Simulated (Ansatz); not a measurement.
`[CH3][AlH][NH][AlH2]` + `CBN` → `CB[NH][AlH][CH3]` + `[NH2][AlH2]`  (ligand exchange at the Al–N bond)

Computed with Ansatz on PBE0-D4/def2-TZVP structures; ΔE is electronic, products minus reactants. CBS: MP2 limit from def2 TZ/QZ plus the TZ coupled-cluster correction, frozen cores. This one scheme is used for every species. DFT in def2-TZVPP. B3LYP here is the variant with VWN-RPA as its local correlation; programs differ in this. HSE06 is defined as in plane-wave codes. Each species was taken in one conformer, which may not be the lowest.

(1) Is it downhill or uphill in electronic energy at CCSD(T)/CBS, and by how much? (An estimate is asked.)

(2) What do these levels give: LDA (SPW92), revPBE-D4, BLYP-D4, B3LYP-D4, HSE06-D4, PBE-QIDH, B3LYP, r2SCANh, HSE06, RPA@PBE/def2-TZVPP, SCS-MP2/def2-TZVPP, CCSD/def2-TZVPP? (Estimate.)

Largest T1 diagnostic among the species: 0.011.

Results:

(1) The calculation gave: Uphill: ΔE = +0.20 eV.

(2) Computed: LDA (SPW92) 0.24, revPBE-D4 0.21, BLYP-D4 0.21, B3LYP-D4 0.21, HSE06-D4 0.22, PBE-QIDH 0.21, B3LYP 0.21, r2SCANh 0.22, HSE06 0.22, RPA@PBE/def2-TZVPP 0.21, SCS-MP2/def2-TZVPP 0.21, CCSD/def2-TZVPP 0.20 eV.

At CCSD(T), def2-SVP lies +0.06 eV from the extrapolated value and def2-TZVPP +0.01 eV. Leaving LDA and LC-ωPBE aside and taking each functional with its dispersion term where it has one, the values, not all of them listed here, spread over 0.02 eV, from ωB97X-V to PBE-D4.
